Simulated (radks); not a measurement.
Spherical quantum dot in the effective-mass picture: electrons in a parabolic well V = omega^2 r^2 / 2 with omega = 0.201, all in effective atomic units (hartree* = m*/eps^2 hartree, bohr* = eps/m* bohr), one dielectric constant everywhere. Calculated with a radial shooting solver with Libxc functionals: non-relativistic Kohn-Sham, PBE, spin-polarised, spherical densities. Levels are named by radial order and angular momentum (1s, 1p, 1d, 2s, ...), and open shells are averaged over m.

N = 3, configuration 1s2 1p(up 1, down 0). This is the lowest configuration that the search found. Occupied and some empty levels:

| level | occupation | eigenvalue (hartree*) | <r> (bohr*) |
|---|---|---|---|
| 1s up | 1 | 0.92287 | 3.144 |
| 1s down | 1 | 0.94422 | 3.036 |
| 1p up | 1 | 1.0539 | 3.846 |
| 1p down | 0 | 1.0840 | 3.834 |
| 1d up | 0 | 1.2083 | 4.414 |
| 1d down | 0 | 1.2392 | 4.449 |
| 2s up | 0 | 1.2558 | 3.995 |
| 2s down | 0 | 1.2670 | 4.029 |
| 1f up | 0 | 1.3766 | 4.925 |
| 1f down | 0 | 1.4047 | 4.975 |

Energy (hartree*): total 1.86609, kinetic 0.40478, external 0.77028, Hartree 1.2060, exchange-correlation -0.51495.

Electron density:

| r (bohr*) | n(r) (e/bohr*^3) |
|---|---|
| 0.322 | 0.01433 |
| 0.680 | 0.01415 |
| 1.04 | 0.01381 |
| 1.40 | 0.01329 |
| 1.75 | 0.01253 |
| 2.11 | 0.01154 |
| 2.47 | 0.01030 |
| 2.83 | 0.008880 |
| 3.19 | 0.007334 |
| 3.55 | 0.005777 |
| 3.90 | 0.004312 |
| 4.26 | 0.003029 |
| 4.62 | 0.002002 |
| 4.98 | 0.001247 |
| 5.34 | 0.0007349 |
| 5.70 | 0.0004116 |
| 6.05 | 0.0002187 |
| 6.41 | 0.0001098 |
| 6.77 | 0.00005213 |
| 7.13 | 0.00002337 |
